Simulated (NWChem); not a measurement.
Si3PH8, doublet; SMILES [SiH2]P([SiH3])[SiH3]

```xyz
12

Si     1.9794    -0.3407     0.2175
P      0.0464    -0.0166    -0.8780
Si    -0.6640     1.8547     0.1783
Si    -1.2393    -1.5431     0.1892
H      2.5398    -1.6776    -0.1648
H      2.9471     0.7370    -0.1693
H     -2.0228     2.1846    -0.3469
H      0.2827     2.9580    -0.1635
H     -0.7362     1.7059     1.6646
H     -0.7046    -2.8984    -0.1389
H     -1.2625    -1.3652     1.6739
H     -2.6301    -1.4155    -0.3404
```
Atoms are numbered in this order, from 1.

Level: PBE0/def2-SVP, spin-unrestricted (NWChem), optimised geometry, unscaled harmonic frequencies. 

### Question
List the harmonic frequencies with IR intensities, and the thermochemistry.

### Answer
```tsv
frequency (cm⁻¹)	IR intensity (km/mol)
79	0.1
97	0.2
108	0.6
120	0.6
124	0.1
135	0.3
403	0.8
464	16.3
468	16.8
527	0.3
562	14.2
571	5.9
627	6.6
633	1.1
647	37.3
873	429.5
883	273.3
915	16.9
924	0.2
930	74.5
936	14.8
940	69.9
2186	103.5
2215	58.1
2219	46.6
2223	91.2
2236	68.5
2239	78.2
2244	62.4
2245	110.1
```

```
Quantity                                                                                             Result
-----------------------------------------------------------------------------------------  ----------------
zero-point energy                                                                             42.5 kcal/mol
thermal correction to the enthalpy at 298.15 K (with zero-point energy)                       49.0 kcal/mol
heat capacity Cv                                                                           31.4 cal/(mol K)
entropy at 298.15 K and 1 atm (symmetry number 1, electronic part: spin degeneracy alone)  95.9 cal/(mol K)
dipole moment                                                                                        0.74 D
```

Rigid rotor and harmonic oscillator; modes under 100 cm⁻¹ make the entropy uncertain.
